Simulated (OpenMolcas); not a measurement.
Os6+ among 3 point charges of -3 e arranged as a planar triangle (D3h), 2.17 Å from the ion.
```
   2.1700    0.0000    0.0000  -3.00
  -1.0850    1.8793    0.0000  -3.00
  -1.0850   -1.8793    0.0000  -3.00
```

```yaml
Program: OpenMolcas 26.06
Method: "SS-CASPT2, IPEA 0.25 Eh, imaginary shift 0.1 Eh (closed shells correlated: 4f 5s 5p)"
Basis: ANO-RCC-VDZP [7s6p4d2f1g]
Scalar_Hamiltonian: DKH2, point nucleus
Active_space: 2 electrons in 5 orbitals (5d)
State_averaging: 2S+1 = 3 even, 10 roots; 2S+1 = 1 even, 15 roots
Spin-orbit_coupling: RASSI with atomic mean-field integrals over the reference wave functions
```

**Question.** What is the spin-free ground state (labels of D3, the rotations of D3h)?

**Answer.** 3E, 2-fold in its orbital part, 74 % from free-ion F terms; it has the highest spin that d2 allows.

**Question.** Where is the first state of the same spin?

**Answer.** 3A2 at 433 cm-1 above the ground state. The two act as a nearly degenerate pair, with unquenched orbital momentum.

**Question.** What are the lowest two levels with spin-orbit coupling?

**Answer.** A 1-fold level A1, then a 2-fold level E 3660 cm-1 above it. Their leading multiplicities are 3 (90 %) and 3 (93 %).

**Question.** What is χT at 300 K, and how does it compare with the textbook value?

**Answer.** The lowest level has 2S+1 = 3, for which the spin-only value is χT = S(S+1) / 2 = 1.000 cm3 K/mol (g = 2). The computed 0.027 at 300 K differs by -0.973, through orbital momentum, spin-orbit coupling and any other state in reach.

Roots that are degenerate in the reference are averaged as groups; the widest CASPT2 spread within a group is 86 cm-1 (the 2-fold group of multiplicity 3 near 9420 cm-1 above the lowest state of its run). Shifts and gaps below about the spread of the groups concerned are not significant. Spin-orbit coupling mixes the spin-free states strongly: the lowest level takes only 59 % from its leading state, 3E. An orbital doublet at a regular site is open to a Jahn-Teller distortion, which this geometry leaves out. Free-ion shares, where given, are those of the reference states; single-state CASPT2 does not remix them. This is an electrostatic model: the charges have no orbitals. No measured value stands beside these numbers.
